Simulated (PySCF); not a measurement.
**Two-photon absorption: SMILES C1=NC(C=S)=NC=C1SC, C6H6N2S2**

Molfile (atoms numbered from 1):
```
C6H6N2S2
     RDKit          3D

 16 16  0  0  0  0  0  0  0  0999 V2000
   -3.0458   -0.9349    0.3795 C   0  0  0  0  0  0  0  0  0  0  0  0
   -2.4462    0.7593    0.4759 S   0  0  0  0  0  0  0  0  0  0  0  0
   -0.7209    0.5778    0.2968 C   0  0  0  0  0  0  0  0  0  0  0  0
    0.0833    1.7323    0.3244 C   0  0  0  0  0  0  0  0  0  0  0  0
    1.3947    1.6826    0.1962 N   0  0  0  0  0  0  0  0  0  0  0  0
    1.9583    0.4751    0.0344 C   0  0  0  0  0  0  0  0  0  0  0  0
    3.4220    0.4796   -0.1037 C   0  0  0  0  0  0  0  0  0  0  0  0
    4.3762   -0.8091   -0.3108 S   0  0  0  0  0  0  0  0  0  0  0  0
    1.2887   -0.6781   -0.0058 N   0  0  0  0  0  0  0  0  0  0  0  0
   -0.0247   -0.6314    0.1226 C   0  0  0  0  0  0  0  0  0  0  0  0
   -2.8169   -1.3929   -0.5934 H   0  0  0  0  0  0  0  0  0  0  0  0
   -4.1363   -0.8644    0.4881 H   0  0  0  0  0  0  0  0  0  0  0  0
   -2.6490   -1.5542    1.1967 H   0  0  0  0  0  0  0  0  0  0  0  0
   -0.3726    2.7215    0.4563 H   0  0  0  0  0  0  0  0  0  0  0  0
    3.8325    1.4994   -0.0503 H   0  0  0  0  0  0  0  0  0  0  0  0
   -0.5525   -1.5899    0.0865 H   0  0  0  0  0  0  0  0  0  0  0  0
  1  2  1  0
  2  3  1  0
  3  4  2  0
  4  5  1  0
  5  6  2  0
  6  7  1  0
  7  8  2  0
  6  9  1  0
  9 10  2  0
 10  3  1  0
  1 11  1  0
  1 12  1  0
  1 13  1  0
  4 14  1  0
  7 15  1  0
 10 16  1  0
M  END
```

The calculation used TDDFT CAM-B3LYP/aug-cc-pVDZ excited states, vertical, gas phase (PySCF 2.14.0). Geometry: PBE0-D3(BJ)/def2-SVP.

**Question.** How strongly do the lowest singlets absorb one photon, and two photons of half the energy?

**Answer.** δ for parallel linear polarisation; σ at the peak of a Lorentzian of half width 0.1 eV, single beam; Ω is circular over linear.
```csv
state,E (eV),f,photon λ (nm),δ (au),σ (GM),Ω,main
S1,1.92,0.000,1292,0.26,0.00,1.50,HOMO→LUMO 0.94
S2,3.75,0.000,661,2.7,0.01,1.50,HOMO−2→LUMO 0.95
S3,3.96,0.577,626,4810,27.63,0.66,HOMO−1→LUMO 0.94
S4,4.42,0.003,561,0.59,0.00,1.50,"HOMO−2→LUMO+1 0.80, HOMO→LUMO+1 0.16"
S5,4.61,0.069,538,272,2.12,0.74,HOMO−1→LUMO+1 0.91
S6,4.99,0.001,497,<0.1,0.00,–,"HOMO→LUMO+1 0.82, HOMO−2→LUMO+1 0.15"
```

Among these, the strongest one-photon state is S3, the strongest two-photon state S3, with a dipole change of 6.7 D (relaxed, norm of the difference vector).
